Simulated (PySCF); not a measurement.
PySCF input for C₇H₅N₃S, SMILES n1cccnc1-c1nccs1, B3LYP-D3(BJ)/def2-SVP. Geometry optimised at B3LYP-D3(BJ)/def2-SVP. Other conformers were not sampled.

```python
import numpy as np
from pyscf import gto, scf, dft, df
from pyscf.hessian import thermo

mol = gto.M(
    atom='''
    C    -0.11521199   -3.37795659    0.00000000
    C     1.13886952   -2.76078868    0.00000000
    N     1.28482324   -1.43766265    0.00000000
    C     0.16052522   -0.71156884    0.00000000
    C     0.27578570    0.75590971    0.00000000
    N     1.38392108    1.44431432    0.00000000
    C     1.13274182    2.78439873    0.00000000
    C    -0.19725230    3.13843392    0.00000000
    S    -1.18911524    1.72845038    0.00000000
    N    -1.08964251   -1.20136089    0.00000000
    C    -1.22160849   -2.52516001    0.00000000
    H    -0.22398874   -4.46355633    0.00000000
    H     2.05905106   -3.35713276    0.00000000
    H     1.96431506    3.49150180    0.00000000
    H    -0.62672730    4.13881251    0.00000000
    H    -2.24361592   -2.92147615    0.00000000
    ''',
    basis='def2-SVP',
    charge=0,
    spin=0,
    max_memory=1600,
    verbose=3,
)
mf = dft.RKS(mol, xc='b3lyp').density_fit(auxbasis='def2-universal-jkfit')
mf.disp = 'd3bj'
mf.grids.level = 3
mf.conv_tol = 1e-11
mf.max_cycle = 100
mf.kernel()

# [left out here: the lines that compute and print the analytic Hessian (its translational invariance restored by hand, since the grid's response is missing), thermochemistry and intensities]
```

Output:

```
converged SCF energy = -831.79369272935

WARN: DFTD3 does not support analytical Hessian, using finite difference


WARN: Mole.unit (angstrom) is changed to Bohr

Mode                                 0                   1                   2
Irrep
Freq [cm^-1]                       63.4395            103.4534            138.0423
Reduced mass [au]                   6.8860              5.0981              6.5089
Force const [Dyne/A]                0.0163              0.0321              0.0731
Char temp [K]                      91.2752            148.8464            198.6122
Normal mode                   x     y     z       x     y     z       x     y     z
       0   C                -0.00  0.00 -0.00   -0.00  0.00 -0.13    0.08 -0.02 -0.00
       1   C                -0.00 -0.00  0.09    0.00 -0.00 -0.04    0.04  0.04  0.00
       2   N                 0.00 -0.00  0.09    0.00 -0.00  0.08   -0.03  0.05  0.00
       3   C                 0.00 -0.00 -0.01    0.00 -0.00  0.10   -0.07 -0.01 -0.00
       4   C                 0.00  0.00 -0.02   -0.00 -0.00  0.09   -0.07 -0.01 -0.00
       5   N                 0.00  0.00 -0.10   -0.00 -0.00  0.03   -0.03 -0.07 -0.00
       6   C                -0.00  0.00 -0.08   -0.00 -0.00 -0.08    0.05 -0.05 -0.00
       7   C                -0.00 -0.00  0.02    0.00  0.00 -0.11    0.07  0.03 -0.00
       8   S                -0.00 -0.00  0.08   -0.00  0.00  0.01   -0.01  0.08  0.00
       9   N                 0.00  0.00 -0.10    0.00  0.00  0.08   -0.05 -0.07 -0.00
      10   C                -0.00  0.00 -0.10   -0.00  0.00 -0.04    0.03 -0.08 -0.00
      11   H                -0.00  0.00 -0.00   -0.00  0.00 -0.25    0.13 -0.03 -0.00
      12   H                -0.00 -0.00  0.18   -0.00 -0.00 -0.07    0.08  0.09  0.00
      13   H                -0.00  0.00 -0.14    0.00 -0.00 -0.14    0.09 -0.10 -0.00
      14   H                -0.00 -0.00  0.05    0.00  0.00 -0.19    0.13  0.05 -0.00
[...]
       3   C                -0.04  0.02 -0.00   -0.17 -0.02  0.00   -0.02  0.13 -0.00
       4   C                 0.00  0.00 -0.00    0.00  0.00 -0.00    0.09 -0.05 -0.00
       5   N                -0.01 -0.02 -0.00    0.02  0.02  0.00   -0.07 -0.04 -0.00
       6   C                -0.00  0.01  0.00    0.01  0.01 -0.00   -0.03  0.00  0.00
       7   C                 0.01 -0.00  0.00   -0.03 -0.01  0.00    0.07  0.02  0.00
       8   S                 0.00 -0.00  0.00    0.00 -0.00 -0.00   -0.00  0.00  0.00
       9   N                 0.04  0.12 -0.00    0.04  0.01 -0.00    0.03  0.03 -0.00
      10   C                -0.00 -0.11 -0.00    0.06 -0.02  0.00   -0.03 -0.05 -0.00
      11   H                 0.08 -0.01 -0.00    0.14 -0.01 -0.00   -0.02 -0.01 -0.00
      12   H                 0.14  0.26  0.00   -0.18 -0.34  0.00   -0.19 -0.43  0.00
      13   H                -0.02  0.02  0.00    0.13 -0.13 -0.00   -0.17  0.17  0.00
      14   H                -0.01 -0.01  0.00    0.09  0.04 -0.00   -0.15 -0.08  0.00
      15   H                 0.09 -0.34  0.00   -0.11  0.47  0.00   -0.00 -0.15  0.00
Mode                                30                  31                  32
Irrep
Freq [cm^-1]                     1361.1349           1453.4173           1467.8336
Reduced mass [au]                   2.9042              2.7962              2.8447
Force const [Dyne/A]                3.1702              3.4802              3.6110
Char temp [K]                    1958.3700           2091.1439           2111.8858
Normal mode                   x     y     z       x     y     z       x     y     z
       0   C                 0.01 -0.01 -0.00   -0.05 -0.04 -0.00    0.09 -0.02 -0.00
       1   C                 0.01 -0.03  0.00    0.04 -0.04  0.00    0.01  0.09  0.00
       2   N                -0.01  0.03  0.00   -0.02  0.08  0.00   -0.04 -0.03  0.00
       3   C                 0.02  0.03  0.00   -0.04 -0.06  0.00    0.07 -0.00  0.00
       4   C                 0.00 -0.01  0.00   -0.05 -0.05  0.00   -0.04 -0.03  0.00
       5   N                -0.00 -0.11 -0.00    0.04  0.06  0.00    0.01  0.02 -0.00
       6   C                 0.01  0.16  0.00    0.08 -0.05 -0.00    0.10 -0.04 -0.00
       7   C                -0.10 -0.05  0.00   -0.07  0.02 -0.00   -0.09  0.02  0.00
       8   S                 0.01  0.00 -0.00   -0.00 -0.00 -0.00    0.00  0.00 -0.00
       9   N                 0.01  0.01  0.00    0.07  0.03  0.00   -0.02  0.05  0.00
      10   C                -0.02 -0.00  0.00   -0.03  0.06  0.00   -0.03 -0.08  0.00
      11   H                -0.00 -0.01  0.00    0.18 -0.07  0.00   -0.33  0.02  0.00
      12   H                -0.03 -0.09 -0.00   -0.03 -0.16 -0.00   -0.21 -0.24 -0.00
      13   H                 0.31 -0.17 -0.00   -0.04  0.11 -0.00   -0.05  0.16 -0.00
      14   H                 0.33  0.14 -0.00    0.03  0.07 -0.00    0.05  0.10 -0.00
      15   H                 0.03 -0.15 -0.00    0.16 -0.44 -0.00   -0.13  0.16  0.00
Mode                                33                  34                  35
Irrep
Freq [cm^-1]                     1476.9527           1582.2284           1611.8280
Reduced mass [au]                   3.7042              9.3856              6.6352
Force const [Dyne/A]                4.7608             13.8437             10.1564
Char temp [K]                    2125.0062           2276.4744           2319.0616
Normal mode                   x     y     z       x     y     z       x     y     z
       0   C                 0.04 -0.04  0.00    0.01  0.00 -0.00    0.17 -0.01  0.00
       1   C                 0.02  0.06 -0.00    0.00  0.00  0.00   -0.10 -0.04  0.00
       2   N                -0.05  0.03  0.00    0.01 -0.02  0.00    0.06 -0.02 -0.00
       3   C                 0.02 -0.13 -0.00    0.01  0.10  0.00   -0.13  0.01  0.00
       4   C                -0.02  0.06 -0.00   -0.13 -0.16  0.00    0.01  0.00 -0.00
       5   N                 0.03  0.00  0.00    0.10  0.07  0.00   -0.01  0.00 -0.00
       6   C                -0.12  0.04 -0.00   -0.07  0.04 -0.00    0.00 -0.00  0.00
       7   C                 0.09 -0.03 -0.00    0.06 -0.01 -0.00    0.00  0.00  0.00
       8   S                -0.00  0.00  0.00   -0.00  0.00 -0.00   -0.00 -0.00  0.00
       9   N                 0.03  0.06 -0.00   -0.00 -0.01  0.00    0.07  0.03 -0.00
      10   C                -0.03 -0.01 -0.00   -0.01 -0.01  0.00   -0.08  0.03 -0.00
      11   H                -0.15 -0.03 -0.00   -0.02  0.01  0.00   -0.19  0.03 -0.00
      12   H                -0.18 -0.25 -0.00    0.00 -0.00 -0.00    0.01  0.15  0.00
      13   H                 0.09 -0.23 -0.00    0.08 -0.14 -0.00   -0.01  0.01  0.00
      14   H                -0.05 -0.11  0.00    0.02 -0.04 -0.00   -0.01 -0.00 -0.00
      15   H                 0.00 -0.12  0.00   -0.01 -0.00  0.00   -0.04 -0.11 -0.00
Mode                                36                  37                  38
Irrep
Freq [cm^-1]                     1638.2872           3150.5115           3154.5425
Reduced mass [au]                   6.5064              1.0925              1.0929
Force const [Dyne/A]               10.2890              6.3888              6.4080
Char temp [K]                    2357.1305           4532.8847           4538.6843
Normal mode                   x     y     z       x     y     z       x     y     z
       0   C                 0.01 -0.07 -0.00   -0.00  0.01  0.00    0.00  0.01  0.00
       1   C                 0.05  0.13  0.00    0.07 -0.04 -0.00   -0.01  0.01 -0.00
       2   N                 0.02 -0.10  0.00   -0.00 -0.00 -0.00   -0.00 -0.00 -0.00
       3   C                -0.01  0.04  0.00   -0.00  0.00 -0.00    0.00  0.00 -0.00
       4   C                 0.02  0.01  0.00   -0.00 -0.00 -0.00   -0.00 -0.00 -0.00
       5   N                -0.01 -0.01 -0.00    0.00  0.00  0.00    0.00  0.00 -0.00
       6   C                -0.00  0.00  0.00   -0.00 -0.00  0.00   -0.00 -0.00  0.00
       7   C                 0.00  0.00 -0.00   -0.00 -0.00  0.00   -0.00 -0.00  0.00
       8   S                 0.00 -0.00 -0.00    0.00  0.00 -0.00    0.00  0.00  0.00
       9   N                -0.02 -0.10  0.00    0.00 -0.00 -0.00    0.00 -0.00  0.00
      10   C                -0.04  0.16  0.00   -0.01 -0.00 -0.00   -0.08 -0.03 -0.00
      11   H                -0.02 -0.09  0.00   -0.01 -0.13 -0.00   -0.01 -0.10 -0.00
      12   H                -0.11 -0.14  0.00   -0.79  0.50  0.00    0.13 -0.09 -0.00
      13   H                -0.01  0.01  0.00    0.00  0.00  0.00    0.00  0.00 -0.00
      14   H                -0.00 -0.00 -0.00    0.00 -0.00  0.00   -0.00 -0.00  0.00
      15   H                 0.08 -0.19 -0.00    0.14  0.05  0.00    0.87  0.33  0.00
Mode                                39                  40                  41
Irrep
Freq [cm^-1]                     3208.0454           3214.0227           3255.9981
Reduced mass [au]                   1.0932              1.0971              1.0988
Force const [Dyne/A]                6.6287              6.6774              6.8635
Char temp [K]                    4615.6631           4624.2630           4684.6564
Normal mode                   x     y     z       x     y     z       x     y     z
       0   C                -0.00 -0.00  0.00   -0.01 -0.08 -0.00   -0.00 -0.00 -0.00
       1   C                -0.00  0.00 -0.00    0.01 -0.00  0.00    0.00 -0.00  0.00
       2   N                 0.00 -0.00 -0.00   -0.00  0.00  0.00   -0.00  0.00  0.00
       3   C                 0.00  0.00 -0.00    0.00  0.00  0.00    0.00  0.00  0.00
       4   C                 0.00  0.00 -0.00   -0.00  0.00  0.00    0.00 -0.00  0.00
       5   N                -0.00  0.00  0.00   -0.00 -0.00 -0.00   -0.00 -0.00 -0.00
       6   C                -0.06 -0.05 -0.00    0.00  0.00 -0.00    0.02  0.01 -0.00
       7   C                -0.00  0.01  0.00    0.00 -0.00 -0.00   -0.04  0.08  0.00
       8   S                 0.00  0.00  0.00    0.00  0.00 -0.00   -0.00 -0.00 -0.00
       9   N                -0.00 -0.00 -0.00    0.00  0.00  0.00    0.00  0.00  0.00
      10   C                 0.00  0.00 -0.00   -0.01 -0.00  0.00   -0.00 -0.00  0.00
      11   H                 0.00  0.01 -0.00    0.09  0.93  0.00    0.00  0.00  0.00
      12   H                 0.00 -0.00 -0.00   -0.09  0.05  0.00   -0.00 -0.00  0.00
      13   H                 0.72  0.60  0.00   -0.01 -0.00 -0.00   -0.13 -0.11 -0.00
      14   H                 0.07 -0.16 -0.00   -0.00  0.00 -0.00    0.37 -0.86 -0.00
      15   H                -0.00 -0.00 -0.00    0.11  0.04  0.00    0.00  0.00  0.00
temperature 298.1500 [K]
pressure 101325.00 [Pa]
Rotational constants [GHz] 2.86636 0.65353 0.53219
Symmetry number 1
Zero-point energy (ZPE) 0.11284 [Eh]   296268.508 [J/mol]
                           tot       elec      trans        rot        vib
Entropy [J/mol/K]       381.355      0.000    172.289    126.175     82.891
Cv [J/mol/K]            129.734      0.000     12.472     12.472    104.791
Cp [J/mol/K]            138.048      0.000     20.786     12.472    104.791
Internal energy [J/mol]                      3718.434   3718.434 310169.771
Internal energy [Eh]   -831.67272  -831.79369
Enthalpy [J/mol]                             6197.391   3718.434 310169.771
Enthalpy [Eh]          -831.67178
Gibbs free energy [J/mol]                  -45170.466 -33900.628 285455.787
Gibbs free energy [Eh] -831.71508
mode   freq/cm-1   IR/(km/mol)
   1       63.44         0.299
   2      103.45         6.261
   3      138.04         5.221
   4      248.54         0.022
   5      333.03         0.030
   6      414.99         0.001
   7      423.08         0.261
   8      466.15         0.638
   9      567.13         0.632
  10      639.78         9.416
  11      657.39         1.838
  12      665.89        14.683
  13      746.91         8.442
  14      750.80        30.551
  15      775.93        21.384
  16      818.93        11.295
  17      850.51        17.724
  18      891.40        10.920
  19      919.98         0.590
  20     1003.13         0.001
  21     1017.26         0.008
  22     1018.06         1.122
  23     1039.37        40.989
  24     1073.76         8.625
  25     1098.10         7.732
  26     1110.98         2.922
  27     1194.54         4.991
  28     1286.56         4.485
  29     1293.66         1.332
  30     1346.64         8.632
  31     1361.13         4.016
  32     1453.42        31.183
  33     1467.83        15.384
  34     1476.95       179.648
  35     1582.23        83.161
  36     1611.83        70.610
  37     1638.29       154.680
  38     3150.51        23.785
  39     3154.54        21.166
  40     3208.05         9.524
  41     3214.02         4.186
  42     3256.00         0.995
max |gradient| / (hartree/bohr): 3.4877331521765116e-05
APT charges: [-0.2493  0.379  -0.5625  0.6749  0.1191 -0.3087 -0.0049 -0.1246  0.0606
 -0.5705  0.3681  0.0525  0.0111  0.0508  0.09    0.0143]
```

Self-consistency was reached.
